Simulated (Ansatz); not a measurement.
The cluster Al₂S₂. Charge 0, multiplicity 5. Geometry PBE0-D4/def2-TZVP; atoms count from 1.

```tsv
atom	x (Å)	y (Å)	z (Å)
Al1	0.9294	-0.7844	-0.7131
Al2	-1.4006	-0.0945	0.1372
S3	0.4116	-0.4368	1.4824
S4	0.0596	1.3157	-0.9066
```

At PBE0-D4/def2-TZVP a singlet of charge 0 lies 2.50 eV below the quintet, each at its own geometry. The structure comes from a short search, and lower isomers may exist.

Q: Estimate the Mulliken populations from the PBE0/def2-TZVP orbitals of Ansatz.

A: 
| atom | charge (e) | spin (α − β) |
| --- | --- | --- |
| Al1 | 0.19 | 1.22 |
| Al2 | 0.19 | 1.22 |
| S3 | -0.19 | 0.78 |
| S4 | -0.19 | 0.78 |
Mulliken values and Mayer orders depend strongly on the basis.

Q: Where does the spin sit?

A: Summed by element: Al 2.44, S 1.56, of 4 unpaired in all. Largest on single atoms: Al2 1.22, Al1 1.22, S3 0.78.

Q: And the Mayer bond orders between bonded heavy atoms (over 0.3)?

A: Al1–Al2 0.63 (2.57 Å); Al1–S3 0.92 (2.28 Å); Al1–S4 0.92 (2.28 Å); Al2–S3 0.92 (2.28 Å); Al2–S4 0.92 (2.28 Å). Values over 0.3 also appear between atoms too far apart for a bond (S3–S4 0.38 at 2.98 Å); they arise where an orbital or an unpaired electron spreads over both atoms.
